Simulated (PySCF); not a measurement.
## How methods differ on the ionisation energy of Tl

Tl [Xe] 4f14 5d10 6s2 6p1 (2P) → Tl⁺ [Xe] 4f14 5d10 6s2 (1S), as a difference of total energies. Computed with PySCF 2.14 in def2-QZVPPD with the def2 core potential (60 electrons) (8s6p5d4f1g, 88 functions), with a scalar-relativistic core potential. Correlated levels: valence: 5s2 5p6 5d10 frozen; valence and next inner shell: nothing frozen outside the core potential. The calculations carry no spin-orbit coupling.

```json
{"method": "UHF", "ionisation energy (eV)": "5.014"}
{"method": "LDA", "ionisation energy (eV)": "5.584"}
{"method": "PBE", "ionisation energy (eV)": "5.426"}
{"method": "PBE0", "ionisation energy (eV)": "5.442"}
{"method": "r2SCAN", "ionisation energy (eV)": "5.505"}
{"method": "r2SCANh", "ionisation energy (eV)": "5.516"}
{"method": "M06-L", "ionisation energy (eV)": "5.078"}
{"method": "PW91", "ionisation energy (eV)": "5.481"}
{"method": "TPSSh", "ionisation energy (eV)": "5.353"}
{"method": "MP2 (valence)", "ionisation energy (eV)": "5.203"}
{"method": "SCS-MP2 (valence)", "ionisation energy (eV)": "5.186"}
{"method": "MP2 (valence and next inner shell)", "ionisation energy (eV)": "5.322"}
{"method": "SCS-MP2 (valence and next inner shell)", "ionisation energy (eV)": "5.242"}
```

Task: How much does correlation contribute at MP2 (valence and next inner shell)?

Result: 5.322 − (5.014) = 0.308 eV, measured against UHF.

Errors of the correlated levels include the incompleteness of this basis and the frozen core.

For comparison: 5.464 eV (measured; NIST levels, between the centres of gravity of the two terms).
